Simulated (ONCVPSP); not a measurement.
**Ho: one change to an ONCV potential, before and after**

- Element: holmium (Ho)
- Generator: ONCVPSP 4.0.1
- Type: optimised norm-conserving Vanderbilt (ONCV)
- Functional: LDA (Perdew-Zunger)
- Relativity: scalar-relativistic
- Frozen core: [Kr] 4d10 4f10
- Valence charge: 11
- Reference configuration: 5s2 5p6 5d1 6s1 (charge +1)
- Partial waves: 5s+6s: rc 2.45 bohr, ncon 5, nbas 8, qcut 5.9 1/bohr, 2 projectors; 5p: rc 1.80 bohr, ncon 4, nbas 8, qcut 6.1 1/bohr, 3 projectors, debl 0.5 Ha; 5d: rc 3.25 bohr, ncon 4, nbas 9, qcut 5.9 1/bohr, 1 projector; f scattering state at 0.15 Ha: rc 2.60 bohr, ncon 4, nbas 7, qcut 4.7 1/bohr, 2 projectors, debl 4 Ha
- Local potential: polynomial inside 1.75 bohr (lpopt 5, dvloc0 6 Ha)
- Core correction: Teter function, fcfact 4.25, rcfact 1.6

In the p channel the program set the typed energies aside and used -1.317, 0.250, 0.750 Ha.

Change: local potential polynomial inside 1.45 bohr (lpopt 5, dvloc0 2 Ha).

Cutoffs: the cutoffs (Ha) at which the residual kinetic energy of the hardest occupied pseudo-wave falls to 1 and 0.1 mHa per electron; they do not see the model core or the augmentation charge, which bear on the density cutoff. Errors are all-electron minus pseudo energies relative to the spin-unpolarised reference configuration.

How do hardness, ghosts and transferability respond?

The potential gets neither clearly harder nor softer (14 Ha and 19 Ha → 14 Ha and 19 Ha); the errors of the 4 common tests hardly move; the range in which the d phases agree widens (upper end 0.5 → 3.1); neither file shows a bound ghost.

| quantity | base | changed |
| --- | --- | --- |
| cutoff, loose | 14 Ha | 14 Ha |
| cutoff, tight | 19 Ha | 19 Ha |
| bound ghosts | none | none |
| GHOST(+) flags under 300 eV | none | none |
| error for 5s2 5p6 5d1 6s2, meV [ΔE -7.16 eV] | +3.4 | +3.4 |
| error for 5s2 5p6 5d1 6s0, meV [ΔE 12.88 eV] | +1.0 | +1.1 |
| error for 5s2 5p6 5d0 6s0, meV [ΔE 33.05 eV] | -54 | -54 |
| error for 5s2 5p6 5d1 6s1.5, meV [ΔE -4.26 eV] | +1.6 | +1.6 |
| s: phases at 2.49 bohr within 0.05 rad from the reference energy up to (Ha; the scan ends near 5) | 3.5 | 3.0 |
| p: phases at 1.82 bohr within 0.05 rad from the reference energy up to (Ha; the scan ends near 5) | to the end of the scan | to the end of the scan |
| d: phases at 3.30 bohr within 0.05 rad from the reference energy up to (Ha; the scan ends near 5) | 0.5 | 3.1 |
| f: phases at 2.64 bohr within 0.05 rad from the reference energy up to (Ha; the scan ends near 5) | 0.5 | 0.5 |
| rms error of d²Exc/dni dnj with the model core, mHa | 0.97 | 0.97 |

Base: The cutoffs count occupied waves only; projector 2 of the f channel, the hardest unoccupied one, needs 37 Ha at the loose tolerance. Changed file: The cutoffs count occupied waves only; projector 2 of the f channel, the hardest unoccupied one, needs 37 Ha at the loose tolerance.
